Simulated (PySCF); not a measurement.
## CdSe: frontier orbitals

PBE at R = 2.364 Å; basis Cd x2c-TZVPPall, Se x2c-TZVPPall; spin-free X2C with a Gaussian nucleus; PySCF 2.14. State: ¹Σ⁺ (singlet), closed shell. Only the outer orbitals are listed, counted within each symmetry.

```json
{"orbital": "8π", "occ.": "2", "ε (eV)": "-13.71", "on Cd (%)": "99", "main shells (%)": "99 Cd d"}
{"orbital": "8π", "occ.": "2", "ε (eV)": "-13.71", "on Cd (%)": "99", "main shells (%)": "99 Cd d"}
{"orbital": "3δ", "occ.": "2", "ε (eV)": "-13.51", "on Cd (%)": "100", "main shells (%)": "100 Cd d"}
{"orbital": "16σ", "occ.": "2", "ε (eV)": "-13.51", "on Cd (%)": "82", "main shells (%)": "81 Cd d, 17 Se s"}
{"orbital": "3δ", "occ.": "2", "ε (eV)": "-13.51", "on Cd (%)": "100", "main shells (%)": "100 Cd d"}
{"orbital": "17σ", "occ.": "2", "ε (eV)": "-7.68", "on Cd (%)": "59", "main shells (%)": "57 Cd s, 38 Se p"}
{"orbital": "9π", "occ.": "2", "ε (eV)": "-5.06", "on Cd (%)": "10", "main shells (%)": "90 Se p, 9 Cd p"}
{"orbital": "9π", "occ.": "2", "ε (eV)": "-5.06", "on Cd (%)": "10", "main shells (%)": "90 Se p, 9 Cd p"}
{"orbital": "18σ", "occ.": "0", "ε (eV)": "-4.77", "on Cd (%)": "61", "main shells (%)": "39 Se p, 35 Cd s, 26 Cd p"}
{"orbital": "10π", "occ.": "0", "ε (eV)": "-1.41", "on Cd (%)": "91", "main shells (%)": "87 Cd p"}
{"orbital": "10π", "occ.": "0", "ε (eV)": "-1.41", "on Cd (%)": "91", "main shells (%)": "87 Cd p"}
```

Task: Which are the highest filled and the lowest empty level, where do they sit, and how wide is the gap?

Result: Highest filled 9π at -5.06 eV (in %: 90 Se p, 9 Cd p); lowest empty 18σ at -4.77 eV (in %: 39 Se p, 35 Cd s, 26 Cd p); the gap at PBE is 0.29 eV.

```
bond order (Mayer)                               : 1.75
⟨S²⟩                                             : 0.000
charge on Cd (Mulliken, basis-dependent)         : 0.38
charge on Cd (Löwdin, basis-dependent)           : 0.06
dipole moment (positive dipole means Cd(−)Se(+)) : -4.94 D
polarisability along the bond                    : 98.5 bohr³
polarisability across the bond                   : 58.5 bohr³
```
